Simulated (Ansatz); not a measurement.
Consider the redistribution: `CC[O][Sn]([F])([O]CC)[O]CC` + `[Cl][InH][I]` → `CC[O][Sn]([Cl])([O]CC)[O]CC` + `[F][InH][I]`.

Computed with Ansatz on PBE0-D4/def2-TZVP structures; ΔE is electronic, products minus reactants. CBS: MP2 limit from def2 TZ/QZ plus the TZ coupled-cluster correction, frozen cores. DFT in def2-TZVPP. def2 core potentials past Kr. For I, In, Sn outer-core shells are correlated without core-valence functions, which leaves a few kJ/mol of doubt a bond. One conformer a species, not always the lowest.

CCSD(T)/CBS gives +4.4 kcal/mol.

Q: Another level gave +5.2 kcal/mol. Which?
A. HF/def2-TZVPP
B. BHLYP-D4/def2-TZVPP
C. r2SCAN-D4/def2-TZVPP
D. revPBE-D4/def2-TZVPP

A: B. BHLYP-D4 5.2, r2SCAN-D4 4.1, HF/def2-TZVPP 7.6, revPBE-D4 3.0 kcal/mol.

Largest T1 diagnostic among the species: 0.014.

The D4 term adds −1.2 kcal/mol with B3LYP and −0.7 kcal/mol with PBE0; it sums over pairs of atoms, weighted by their polarisabilities, and B3LYP, whose exchange is more repulsive, gets the larger term. From PBE to PBE0 (25 % exact exchange), in def2-TZVPP and without D4, ΔE moves by +0.9 kcal/mol. Leaving LDA and LC-ωPBE aside and taking each functional with its dispersion term where it has one, the values spread over 2.2 kcal/mol, from revPBE-D4 to BHLYP-D4.

B3LYP here is the variant with VWN-RPA as its local correlation; programs differ in this.
